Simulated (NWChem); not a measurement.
System: benzothiadiazole (C$_{6}$H$_{4}$N$_{2}$S); SMILES c1ccc2c(c1)nsn2

NWChem input:

```
start job
memory heap 200 mb stack 900 mb global 1100 mb
geometry units angstroms noautosym nocenter noautoz
  C      0.000000     0.714953     2.403119
  C      0.000000    -0.714953     2.403119
  C      0.000000    -1.437995     1.239384
  C      0.000000    -0.724234     0.008436
  N      0.000000    -1.249138    -1.217906
  S      0.000000     0.000000    -2.256763
  N      0.000000     1.249138    -1.217906
  C      0.000000     0.724234     0.008436
  C      0.000000     1.437995     1.239384
  H      0.000000     1.238048     3.362517
  H      0.000000    -1.238048     3.362517
  H      0.000000    -2.528928     1.230688
  H      0.000000     2.528928     1.230688
end
basis spherical
  C library 6-31g*
  N library 6-31g*
  S library 6-31g*
  H library 6-31g*
end
dft
  xc hfexch
  iterations 150
end
property
  shielding 7 1 3 4 5 6 10 12
  efieldgrad
end
task dft property
```

Output (shortened):

```
             Northwest Computational Chemistry Package (NWChem) 7.3.0
             --------------------------------------------------------

                             Geometry "geometry" -> ""
                             -------------------------

 Output coordinates in angstroms (scale by  1.889725989 to convert to a.u.)

  No.       Tag          Charge          X              Y              Z
 ---- ---------------- ---------- -------------- -------------- --------------
    1 C                    6.0000     0.00000000     0.71495300     2.40311900
    2 C                    6.0000     0.00000000    -0.71495300     2.40311900
    3 C                    6.0000     0.00000000    -1.43799500     1.23938400
    4 C                    6.0000     0.00000000    -0.72423400     0.00843600
    5 N                    7.0000     0.00000000    -1.24913800    -1.21790600
    6 S                   16.0000     0.00000000     0.00000000    -2.25676300
    7 N                    7.0000     0.00000000     1.24913800    -1.21790600
    8 C                    6.0000     0.00000000     0.72423400     0.00843600
    9 C                    6.0000     0.00000000     1.43799500     1.23938400
   10 H                    1.0000     0.00000000     1.23804800     3.36251700
   11 H                    1.0000     0.00000000    -1.23804800     3.36251700
   12 H                    1.0000     0.00000000    -2.52892800     1.23068800
   13 H                    1.0000     0.00000000     2.52892800     1.23068800

 Effective nuclear repulsion energy (a.u.)     477.4789976098

  xc_inp: hfexch multiplicative factor not found.
                              NWChem Property Module
                              ----------------------

  itol2e modified to match energy
  convergence criterion.

                                 NWChem DFT Module
                                 -----------------

 Summary of "ao basis" -> "ao basis" (spherical)
 ------------------------------------------------------------------------------
       Tag                 Description            Shells   Functions and Types
 ---------------- ------------------------------  ------  ---------------------
 C                           6-31g*                  6       14   3s2p1d
 N                           6-31g*                  6       14   3s2p1d
 S                           6-31g*                  8       18   4s3p1d
 H                           6-31g*                  2        2   2s

  itol2e modified to match energy
  convergence criterion.

            General Information
            -------------------
          SCF calculation type: DFT
          Wavefunction type:  closed shell.
          No. of atoms     :    13
          No. of electrons :    70
           Alpha electrons :    35
            Beta electrons :    35
          Charge           :     0
          Spin multiplicity:     1
          Use of symmetry is: off; symmetry adaption is: off
          Maximum number of iterations: 150
          AO basis - number of functions:   138
                     number of shells:    64
          Convergence on energy requested:  1.00D-07
          Convergence on density requested:  1.00D-05
          Convergence on gradient requested:  5.00D-04

              XC Information
              --------------
                     Hartree-Fock (Exact) Exchange  1.000

      Superposition of Atomic Density Guess
      -------------------------------------

 Sum of atomic energies:        -733.99761249

      Non-variational initial energy
      ------------------------------

 Total energy =    -739.776271
 1-e energy   =   -1952.595361
 2-e energy   =     735.340092
 HOMO         =      -0.254902
 LUMO         =      -0.075438

   convergence    iter        energy       DeltaE   RMS-Dens  Diis-err
 ---------------- ----- ----------------- --------- --------- ---------
 d= 0,ls=0.0,diis     1   -735.7923253990 -1.21D+03  6.66D-03  6.21D-01
 d= 0,ls=0.0,diis     2   -735.8908926318 -9.86D-02  2.52D-03  8.40D-02
 d= 0,ls=0.0,diis     3   -735.9032374771 -1.23D-02  1.07D-03  1.19D-02
 d= 0,ls=0.0,diis     4   -735.9057769412 -2.54D-03  2.70D-04  7.12D-04
 d= 0,ls=0.0,diis     5   -735.9060442706 -2.67D-04  2.20D-04  1.80D-04
  Resetting Diis
 d= 0,ls=0.0,diis     6   -735.9061702713 -1.26D-04  1.43D-04  4.38D-05
 d= 0,ls=0.0,diis     7   -735.9062078337 -3.76D-05  3.62D-05  9.21D-06
 d= 0,ls=0.0,diis     8   -735.9062112574 -3.42D-06  1.73D-05  2.90D-06
 d= 0,ls=0.0,diis     9   -735.9062125508 -1.29D-06  3.17D-05  1.51D-06
 d= 0,ls=0.0,diis    10   -735.9062137202 -1.17D-06  5.69D-06  7.74D-08
 d= 0,ls=0.0,diis    11   -735.9062137667 -4.65D-08  1.76D-06  7.66D-09

         Total DFT energy =     -735.906213766702
      One electron energy =    -1955.176102685203
           Coulomb energy =      812.600784652263
    Exchange-Corr. energy =      -70.809893343516
 Nuclear repulsion energy =      477.478997609754

 Numeric. integr. density =        0.000000000000

                       DFT Final Molecular Orbital Analysis
                       ------------------------------------

 Vector   33  Occ=2.000000D+00  E=-4.492616D-01
              MO Center= -1.0D-14, -5.5D-13, -4.3D-01, r^2= 3.3D+00
   Bfn.  Coefficient  Atom+Function         Bfn.  Coefficient  Atom+Function
  ----- ------------  ---------------      ----- ------------  ---------------
    59      0.305954   5 N  px               91     -0.305954   7 N  px
    63      0.255413   5 N  px               95     -0.255413   7 N  px
    45      0.201566   4 C  px              105     -0.201566   8 C  px
    31      0.148609   3 C  px              119     -0.148609   9 C  px
    49      0.134842   4 C  px              109     -0.134842   8 C  px

 Vector   34  Occ=2.000000D+00  E=-3.428319D-01
              MO Center= -1.1D-15,  1.4D-13, -2.3D-01, r^2= 5.0D+00
   Bfn.  Coefficient  Atom+Function         Bfn.  Coefficient  Atom+Function
  ----- ------------  ---------------      ----- ------------  ---------------
    77      0.471396   6 S  px               81      0.279984   6 S  px
    45     -0.242447   4 C  px              105     -0.242447   8 C  px
    49     -0.205927   4 C  px              109     -0.205927   8 C  px
     3      0.197157   1 C  px               17      0.197157   2 C  px
    73     -0.171789   6 S  px                7      0.164991   1 C  px

 Vector   35  Occ=2.000000D+00  E=-3.225378D-01
              MO Center=  9.5D-17, -3.7D-13,  8.7D-01, r^2= 4.4D+00
   Bfn.  Coefficient  Atom+Function         Bfn.  Coefficient  Atom+Function
  ----- ------------  ---------------      ----- ------------  ---------------
    31      0.280835   3 C  px              119     -0.280835   9 C  px
    35      0.246030   3 C  px              123     -0.246030   9 C  px
    59     -0.213513   5 N  px               91      0.213513   7 N  px
    63     -0.207842   5 N  px               95      0.207842   7 N  px
     3     -0.189141   1 C  px               17      0.189141   2 C  px

 Vector   36  Occ=0.000000D+00  E= 3.680662D-02
              MO Center=  1.3D-15,  2.1D-13, -1.8D-01, r^2= 5.5D+00
   Bfn.  Coefficient  Atom+Function         Bfn.  Coefficient  Atom+Function
  ----- ------------  ---------------      ----- ------------  ---------------
    63      0.350970   5 N  px               95      0.350970   7 N  px
    81     -0.340215   6 S  px               77     -0.327138   6 S  px
    59      0.273936   5 N  px               91      0.273936   7 N  px
    35     -0.272140   3 C  px              123     -0.272140   9 C  px
     7      0.217876   1 C  px               21      0.217876   2 C  px

 Vector   37  Occ=0.000000D+00  E= 1.610970D-01
              MO Center=  1.2D-15, -2.8D-13,  1.0D+00, r^2= 4.2D+00
   Bfn.  Coefficient  Atom+Function         Bfn.  Coefficient  Atom+Function
  ----- ------------  ---------------      ----- ------------  ---------------
     7      0.520393   1 C  px               21     -0.520393   2 C  px
    49      0.444216   4 C  px              109     -0.444216   8 C  px
     3      0.270270   1 C  px               17     -0.270270   2 C  px
    63     -0.263768   5 N  px               95      0.263768   7 N  px
    45      0.261863   4 C  px              105     -0.261863   8 C  px

 Vector   38  Occ=0.000000D+00  E= 1.654928D-01
              MO Center=  2.9D-15,  3.2D-13,  4.9D-01, r^2= 4.5D+00
   Bfn.  Coefficient  Atom+Function         Bfn.  Coefficient  Atom+Function
  ----- ------------  ---------------      ----- ------------  ---------------
    35      0.499141   3 C  px              123      0.499141   9 C  px
    49     -0.354469   4 C  px              109     -0.354469   8 C  px
    63      0.332169   5 N  px               95      0.332169   7 N  px
    31      0.252748   3 C  px              119      0.252748   9 C  px
     7     -0.250848   1 C  px               21     -0.250848   2 C  px

     Multipole analysis of the density
     ---------------------------------

     L   x y z        total         alpha         beta         nuclear
     -   - - -        -----         -----         ----         -------
     0   0 0 0     -0.000000    -35.000000    -35.000000     70.000000

[...]

          -----------------------------------------
          Chemical Shielding Tensors (GIAO, in ppm)
          -----------------------------------------

                                NWChem CPHF Module
                                ------------------

  scftype          =     RHF
  nclosed          =       35
  nopen            =        0
  variables        =     3605
  # of vectors     =        3
  tolerance        = 0.10D-03
  level shift      = 0.00D+00
  max iterations   =       50
  max subspace     =       30

 SCF residual:    3.4388706065737226E-005

Iterative solution of linear equations
  No. of variables     3605
  No. of equations        3
  Maximum subspace       30
        Iterations       50
       Convergence  1.0D-04

   iter   nsub   residual    time
   ----  ------  --------  ---------
     1      3    1.72D+00     152.0
     2      6    5.45D-01     161.5
     3      9    1.52D-01     170.9
     4     12    1.82D-02     180.5
     5     15    4.69D-03     189.9
     6     18    1.48D-03     199.6
     7     21    2.93D-04     208.9
     8     24    1.02D-04     218.6
     9     27    4.55D-05     227.9

      Atom:    1  C
        Diamagnetic
    238.5958      0.0000      0.0000
      0.0000    268.2566     -2.8970
      0.0000     -2.8970    262.7071

        Paramagnetic
    -50.5069     -0.0000      0.0000
     -0.0000   -255.1210    -53.7837
      0.0000    -53.7837   -248.9757

        Total Shielding Tensor
    188.0889     -0.0000      0.0000
     -0.0000     13.1357    -56.6807
      0.0000    -56.6807     13.7314

           isotropic =      71.6520
          anisotropy =     174.6554

          Principal Components and Axis System
                 1           2           3
              188.0889     70.1150    -43.2479

      1         1.0000      0.0000      0.0000
      2         0.0000     -0.7052      0.7090
      3         0.0000      0.7090      0.7052

      Atom:    2  C
        Diamagnetic
    237.0774     -0.0000      0.0000
     -0.0000    259.1728     -1.4613
      0.0000     -1.4613    271.7709

        Paramagnetic
    -54.9028     -0.0000      0.0000
     -0.0000   -268.0475     40.1977
      0.0000     40.1977   -212.0341

        Total Shielding Tensor
    182.1747     -0.0000      0.0000
     -0.0000     -8.8746     38.7365
      0.0000     38.7365     59.7368

           isotropic =      77.6789
          anisotropy =     156.7436

          Principal Components and Axis System
                 1           2           3
              182.1747     77.1746    -26.3125

      1         1.0000      0.0000      0.0000
      2         0.0000      0.4105      0.9119
      3         0.0000      0.9119     -0.4105

      Atom:    3  C
        Diamagnetic
    226.1551      0.0000      0.0000
      0.0000    258.6996      1.5712
      0.0000      1.5712    267.5347

        Paramagnetic
    -71.5004      0.0000      0.0000
      0.0000   -291.0324      8.3083
      0.0000      8.3083   -251.3655

        Total Shielding Tensor
    154.6546      0.0000      0.0000
      0.0000    -32.3328      9.8795
      0.0000      9.8795     16.1691

           isotropic =      46.1637
          anisotropy =     162.7364

          Principal Components and Axis System
                 1           2           3
              154.6546    -34.2679     18.1043

      1         1.0000      0.0000      0.0000
      2         0.0000      0.9814      0.1922
      3         0.0000     -0.1922      0.9814

      Atom:    4  N
        Diamagnetic
    315.2536      0.0000      0.0000
      0.0000    327.4999     -7.4512
      0.0000     -7.4512    345.7660

        Paramagnetic
    -86.1449      0.0000     -0.0000
      0.0000   -523.6005     13.4311
     -0.0000     13.4311   -767.5147

        Total Shielding Tensor
    229.1087      0.0000      0.0000
      0.0000   -196.1006      5.9799
      0.0000      5.9799   -421.7487

           isotropic =    -129.5802
          anisotropy =    -438.4904

          Principal Components and Axis System
                 1           2           3
             -421.9071    229.1087   -195.9422

      1         0.0000      1.0000      0.0000
      2        -0.0265      0.0000      0.9996
      3         0.9996      0.0000      0.0265

      Atom:    5  S
        Diamagnetic
   1042.3867     -0.0000     -0.0000
     -0.0000   1057.6992     -0.0000
     -0.0000     -0.0000   1057.4421

        Paramagnetic
   -869.2802      0.0000      0.0000
      0.0000   -942.1455     -0.0000
      0.0000     -0.0000  -1232.1491

        Total Shielding Tensor
    173.1065      0.0000      0.0000
      0.0000    115.5537     -0.0000
      0.0000     -0.0000   -174.7070

           isotropic =      37.9844
          anisotropy =    -319.0371

          Principal Components and Axis System
                 1           2           3
             -174.7070    173.1065    115.5537

      1         0.0000      1.0000      0.0000
      2         0.0000      0.0000      1.0000
      3         1.0000      0.0000     -0.0000

      Atom:    6  H
        Diamagnetic
     20.7368      0.0000      0.0000
      0.0000     29.2516      8.3499
      0.0000      8.3499     40.1054

        Paramagnetic
     -0.0272      0.0000     -0.0000
      0.0000     -2.6523     -9.5974
     -0.0000     -9.5974    -12.8560

        Total Shielding Tensor
     20.7096      0.0000     -0.0000
      0.0000     26.5993     -1.2475
     -0.0000     -1.2475     27.2494

           isotropic =      24.8528
          anisotropy =       5.0412

          Principal Components and Axis System
                 1           2           3
               28.2136     25.6352     20.7096

      1         0.0000      0.0000      1.0000
      2        -0.6115      0.7912      0.0000
      3         0.7912      0.6115      0.0000

      Atom:    7  H
        Diamagnetic
     19.4163     -0.0000      0.0000
     -0.0000     43.3982     -1.5570
      0.0000     -1.5570     25.7768

        Paramagnetic
     -0.1395     -0.0000     -0.0000
     -0.0000    -17.8937      2.5886
     -0.0000      2.5886      2.1315

        Total Shielding Tensor
     19.2768     -0.0000     -0.0000
     -0.0000     25.5045      1.0316
     -0.0000      1.0316     27.9084

           isotropic =      24.2299
          anisotropy =       6.0907

          Principal Components and Axis System
                 1           2           3
               28.2903     25.1225     19.2768

      1         0.0000      0.0000      1.0000
      2         0.3473      0.9378      0.0000
      3         0.9378     -0.3473      0.0000
```

Level: Hartree-Fock/6-31G* (spherical d), GIAO. The geometry was optimised at PBE0/def2-SVP. No frequency run checked for a minimum. NWChem prints the field gradient with the sign opposite to the second derivative of the potential. The output numbers the shielded atoms by their place in the input's list. The printed shielding anisotropy is the first printed principal value minus the mean of the other two.
